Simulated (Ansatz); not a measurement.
C2H6O2Si can be A, `CC(=O)O[SiH3]`, or B, `COC(=O)[SiH3]`.

Isolated molecules relaxed with PBE0-D4/def2-TZVP in Ansatz; ΔE leaves out vibrations. CCSD(T)/CBS adds triple-zeta CCSD(T) − MP2 to the extrapolated MP2 energy (def2 sets, frozen cores). DFT in def2-TZVPP.

(1) Which isomer does CCSD(T)/CBS put lower? Give the gap. (Best estimate.)

(2) Give E(B) − E(A) in kcal/mol with CCSD(T)/def2-SVP, MP2/def2-TZVPP, B2PLYP, LDA (SPW92), PBE0-D4, BLYP-D4, CCSD/def2-TZVPP. (An estimate is asked.)

(3) Does the order hold for the free energy at 298.15 K (harmonic terms from PBE0-D4)? (An estimate is asked.)

Largest T1 diagnostic: 0.016.

Answers

(1) The calculation gave: A, by 40.0 kcal/mol.

(2) The calculation gave: CCSD(T)/def2-SVP 37.6, MP2/def2-TZVPP 41.4, B2PLYP 39.3, LDA (SPW92) 37.2, PBE0-D4 38.5, BLYP-D4 35.9, CCSD/def2-TZVPP 40.6. None reverses the order clearly.

(3) Ansatz gave: Yes: G(B) − G(A) = +38.9 kcal/mol. Modes under 60 cm⁻¹, often nearly free rotors, make the harmonic entropy too high.

In def2-TZVPP, CCSD(T) changes the Hartree–Fock value by −3.7 kcal/mol (the triples alone add −0.9 kcal/mol) and MP2 by −2.0 kcal/mol. From BLYP to BHLYP (50 % exact exchange), in def2-TZVPP and without D4, E(B) − E(A) moves by +5.6 kcal/mol.
